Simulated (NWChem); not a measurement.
System: C2H6Mg; SMILES [CH3][Mg][CH3]

Parts of the log:

```
             Northwest Computational Chemistry Package (NWChem) 7.3.0
             --------------------------------------------------------

                             Geometry "geometry" -> ""
                             -------------------------

 Output coordinates in angstroms (scale by  1.889725989 to convert to a.u.)

  No.       Tag          Charge          X              Y              Z
 ---- ---------------- ---------- -------------- -------------- --------------
    1 Mg                  12.0000     0.00000000     0.00000000    -0.41509400
    2 C                    6.0000     2.09924600    -0.00052600    -0.41504900
    3 H                    1.0000     2.51560100    -0.34056200     0.54948000
    4 H                    1.0000     2.51482500     1.00519300    -0.60258700
    5 H                    1.0000     2.51581200    -0.66541700    -1.19202100
    6 C                    6.0000    -2.09924600     0.00052600    -0.41504900
    7 H                    1.0000    -2.51482500    -1.00519300    -0.60258700
    8 H                    1.0000    -2.51581200     0.66541700    -1.19202100
    9 H                    1.0000    -2.51560100     0.34056200     0.54948000

 Effective nuclear repulsion energy (a.u.)      78.8540218347

                              NWChem Property Module
                              ----------------------

  itol2e modified to match energy
  convergence criterion.

                                 NWChem DFT Module
                                 -----------------

 Summary of "ao basis" -> "ao basis" (spherical)
 ------------------------------------------------------------------------------
       Tag                 Description            Shells   Functions and Types
 ---------------- ------------------------------  ------  ---------------------
 Mg                         cc-pvtz                 12       34   5s4p2d1f
 C                          cc-pvtz                 10       30   4s3p2d1f
 H                          cc-pvtz                  6       14   3s2p1d

  itol2e modified to match energy
  convergence criterion.

            General Information
            -------------------
          SCF calculation type: DFT
          Wavefunction type:  closed shell.
          No. of atoms     :     9
          No. of electrons :    30
           Alpha electrons :    15
            Beta electrons :    15
          Charge           :     0
          Spin multiplicity:     1
          Use of symmetry is: off; symmetry adaption is: off
          Maximum number of iterations: 150
          AO basis - number of functions:   178
                     number of shells:    68
          Convergence on energy requested:  1.00D-07
          Convergence on density requested:  1.00D-05
          Convergence on gradient requested:  5.00D-04

              XC Information
              --------------
                         B3LYP Method XC Potential
                     Hartree-Fock (Exact) Exchange  0.200
                        Slater Exchange Functional  0.800 local
                    Becke 1988 Exchange Functional  0.720 non-local
              Lee-Yang-Parr Correlation Functional  0.810
                  VWN I RPA Correlation Functional  0.190 local

             Grid Information
             ----------------
          Grid used for XC integration:  fine
          Radial quadrature: Mura-Knowles
          Angular quadrature: Lebedev.
          Tag              B.-S. Rad. Rad. Pts. Rad. Cut. Ang. Pts.
          ---              ---------- --------- --------- ---------
          Mg                  1.50      123          10.0       770
          C                   0.70       70          13.0       590
          H                   0.35       60          13.0       590
          Grid pruning is: on
          Number of quadrature shells:   623
          Spatial weights used:  Erf1

      Superposition of Atomic Density Guess
      -------------------------------------

 Sum of atomic energies:        -277.95319616

      Non-variational initial energy
      ------------------------------

 Total energy =    -279.119033
 1-e energy   =    -539.160901
 2-e energy   =     181.187845
 HOMO         =      -0.295892
 LUMO         =      -0.050517

------------------------------------------------------------
EAF file 0: "./job.aoints.0" size=407371776 bytes
------------------------------------------------------------
               write      read    awrite     aread      wait
               -----      ----    ------     -----      ----
     calls:      777         0         0         0         0
   data(b): 4.07e+08  0.00e+00  0.00e+00  0.00e+00
   time(s): 0.00e+00  0.00e+00  0.00e+00  0.00e+00  0.00e+00
rate(mb/s): 0.00e+00  0.00e+00
------------------------------------------------------------

   convergence    iter        energy       DeltaE   RMS-Dens  Diis-err
 ---------------- ----- ----------------- --------- --------- ---------
 d= 0,ls=0.0,diis     1   -279.9137135392 -3.59D+02  3.60D-03  4.08D-01
 d= 0,ls=0.0,diis     2   -279.9295548653 -1.58D-02  1.49D-03  1.57D-01
 d= 0,ls=0.0,diis     3   -279.9431030267 -1.35D-02  5.97D-04  6.02D-02
 d= 0,ls=0.0,diis     4   -279.9508513820 -7.75D-03  5.65D-05  4.98D-05
 d= 0,ls=0.0,diis     5   -279.9508567522 -5.37D-06  6.58D-06  1.30D-06
 d= 0,ls=0.0,diis     6   -279.9508569408 -1.89D-07  1.37D-06  6.77D-08
 d= 0,ls=0.0,diis     7   -279.9508569518 -1.10D-08  2.70D-07  2.11D-09

         Total DFT energy =     -279.950856951832
      One electron energy =     -542.672966570663
           Coulomb energy =      213.473438101784
    Exchange-Corr. energy =      -29.605350317681
 Nuclear repulsion energy =       78.854021834728

 Numeric. integr. density =       29.999999569912

                       DFT Final Molecular Orbital Analysis
                       ------------------------------------

[...]

          -----------------------------------------
          Chemical Shielding Tensors (GIAO, in ppm)
          -----------------------------------------

                                NWChem CPHF Module
                                ------------------

  scftype          =     RHF
  nclosed          =       15
  nopen            =        0
  variables        =     2445
  # of vectors     =        3
  tolerance        = 0.10D-03
  level shift      = 0.00D+00
  max iterations   =       50
  max subspace     =       30

 SCF residual:    1.1465030821005595E-005

Iterative solution of linear equations
  No. of variables     2445
  No. of equations        3
  Maximum subspace       30
        Iterations       50
       Convergence  1.0D-04

   iter   nsub   residual    time
   ----  ------  --------  ---------
     1      3    4.33D-01     156.3
     2      6    1.91D-02     177.1
     3      9    8.24D-04     197.8
     4     12    3.31D-05     218.6

------------------------------------------------------------
EAF file 0: "./job.aoints.0" size=579862528 bytes
------------------------------------------------------------
               write      read    awrite     aread      wait
               -----      ----    ------     -----      ----
     calls:     1106         0         0         0         0
   data(b): 5.80e+08  0.00e+00  0.00e+00  0.00e+00
   time(s): 0.00e+00  0.00e+00  0.00e+00  0.00e+00  0.00e+00
rate(mb/s): 0.00e+00  0.00e+00
------------------------------------------------------------

      Atom:    1  Mg
        Diamagnetic
    711.1160      0.0028     -0.0000
      0.0028    711.7492     -0.0000
     -0.0000     -0.0000    711.7493

        Paramagnetic
     -4.4861     -0.1898     -0.0000
     -0.1898   -413.7824      0.0000
     -0.0000      0.0000   -413.7973

        Total Shielding Tensor
    706.6299     -0.1870     -0.0000
     -0.1870    297.9668      0.0000
     -0.0000      0.0000    297.9520

           isotropic =     434.1829
          anisotropy =     408.6706

          Principal Components and Axis System
                 1           2           3
              706.6300    297.9667    297.9520

      1         1.0000      0.0005     -0.0000
      2        -0.0005      1.0000     -0.0000
      3        -0.0000      0.0000      1.0000

      Atom:    2  C
        Diamagnetic
    249.3078     -0.0042      0.0003
     -0.0042    234.9234     -0.0009
      0.0003     -0.0009    234.9202

        Paramagnetic
    -51.7524     -0.0077     -0.0014
     -0.0077    -30.5005      0.0015
     -0.0014      0.0015    -30.4931

        Total Shielding Tensor
    197.5554     -0.0119     -0.0011
     -0.0119    204.4229      0.0005
     -0.0011      0.0005    204.4271

           isotropic =     202.1351
          anisotropy =       3.4381

          Principal Components and Axis System
                 1           2           3
              204.4272    204.4228    197.5554

      1        -0.0004     -0.0017      1.0000
      2         0.1229      0.9924      0.0017
      3         0.9924     -0.1229      0.0002

      Atom:    3  H
        Diamagnetic
     29.0289     -1.9652      5.5702
     -1.9652     23.6123     -3.3546
      5.5702     -3.3546     31.9404

        Paramagnetic
      2.4827      0.5597     -1.5911
      0.5597      6.0313      0.7460
     -1.5911      0.7460      4.1956

        Total Shielding Tensor
     31.5115     -1.4055      3.9791
     -1.4055     29.6436     -2.6086
      3.9791     -2.6086     36.1360

           isotropic =      32.4304
          anisotropy =      10.3518

          Principal Components and Axis System
                 1           2           3
               39.3315     29.2343     28.7253

      1         0.4749      0.8800      0.0070
      2        -0.2924      0.1502      0.9444
      3         0.8300     -0.4506      0.3287
```

Level: B3LYP/cc-pVTZ, GIAO. Geometry: optimised at PBE0/def2-SVP. The printed shielding anisotropy is the first printed principal value minus the mean of the other two.

Q: Reconstruct the input file.

A: This is not unique; one that fits is the input that was run:
```
start job
memory heap 200 mb stack 900 mb global 1100 mb
geometry units angstroms noautosym nocenter noautoz
  Mg     0.000000     0.000000    -0.415094
  C      2.099246    -0.000526    -0.415049
  H      2.515601    -0.340562     0.549480
  H      2.514825     1.005193    -0.602587
  H      2.515812    -0.665417    -1.192021
  C     -2.099246     0.000526    -0.415049
  H     -2.514825    -1.005193    -0.602587
  H     -2.515812     0.665417    -1.192021
  H     -2.515601     0.340562     0.549480
end
basis spherical
  Mg library cc-pvtz
  C library cc-pvtz
  H library cc-pvtz
end
dft
  xc b3lyp
  iterations 150
  semidirect filesize 400000000
end
property
  shielding 3 1 2 3
end
task dft property
```
